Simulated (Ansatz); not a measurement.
Reaction (formal exchange of groups at the Si–N bond): `C[SiH](N)[TeH]` + `C/C=N/C` → `C[SiH2][TeH]` + `C/N=C(\C)N`

Isolated molecules relaxed with PBE0-D4/def2-TZVP in Ansatz; ΔE leaves out vibrations. CBS: MP2 limit from def2 TZ/QZ plus the TZ coupled-cluster correction, frozen cores. Double bonds are as drawn, so ΔE can hold a change between cis and trans. Functionals use def2-TZVPP. Elements past krypton have def2 core potentials. For Te outer-core shells are correlated without core-valence functions, which leaves a few kJ/mol of doubt a bond. Each species was taken in one conformer, which may not be the lowest.

`C[SiH](N)[TeH]`:

```xyz
11

C    -0.457   -1.380    0.473
Si   -0.146    0.334   -0.183
N     1.243    0.268   -1.185
Te    0.412    2.009    1.596
H     0.406   -1.746    1.032
H    -0.665   -2.076   -0.346
H    -1.321   -1.378    1.141
H    -1.393    0.850   -0.820
H     1.624    1.101   -1.603
H     1.443   -0.554   -1.731
H    -1.146    2.572    1.625
```

`C/C=N/C`:

Z-matrix (Å, degrees):
```
C
C 1 1.488
H 1 1.095 2 110.4
H 1 1.095 2 110.4 3 117.8
H 1 1.089 2 110.4 3 -121.1
N 2 1.259 1 122.5 3 121.5
H 2 1.103 1 116.5 3 -58.4
C 6 1.438 2 118.1 1 180.0
H 8 1.100 6 113.7 2 0.2
H 8 1.094 6 109.3 2 -121.6
H 8 1.093 6 109.3 2 122.0
```

`C[SiH2][TeH]`:

```xyz
9

C     1.005   -0.652    0.338
Si   -0.204    0.765    0.207
Te   -1.653    0.608   -1.824
H     1.637   -0.530    1.222
H     1.644   -0.695   -0.546
H     0.476   -1.603    0.424
H     0.499    2.064    0.035
H    -1.054    0.836    1.424
H    -2.350   -0.794   -1.279
```

`C/N=C(\C)N`:

Z-matrix (Å, degrees):
```
C
N 1 1.439
H 1 1.099 2 113.1
H 1 1.091 2 109.2 3 119.4
H 1 1.099 2 112.6 3 -121.6
C 2 1.271 1 118.5 3 57.8
N 6 1.376 2 119.1 1 175.2
C 6 1.502 2 125.5 1 -1.8
H 7 1.005 6 117.6 2 152.6
H 7 1.008 6 114.1 2 13.0
H 8 1.090 6 112.4 2 -179.2
H 8 1.093 6 109.9 2 60.3
H 8 1.092 6 110.3 2 -57.5
```

```tsv
level	ΔE (kcal/mol)
PBE0-D4	14.8
PBE	14.0
CCSD(T)/def2-TZVPP	17.5
CCSD/CBS(def2)	18.5
```

(1) What does CCSD(T)/CBS give? (An estimate is asked.)

Largest T1 diagnostic among the species: 0.012.

Answers

(1) Computed: +18.0 kcal/mol. The listed levels differ from it by -3.2, -4.0, -0.5, 0.5 kcal/mol.

From PBE to PBE0 (25 % exact exchange), in def2-TZVPP and without D4, ΔE moves by +0.8 kcal/mol. In def2-TZVPP, CCSD(T) changes the Hartree–Fock value by −1.1 kcal/mol (the triples alone add −0.5 kcal/mol) and MP2 by −0.8 kcal/mol.
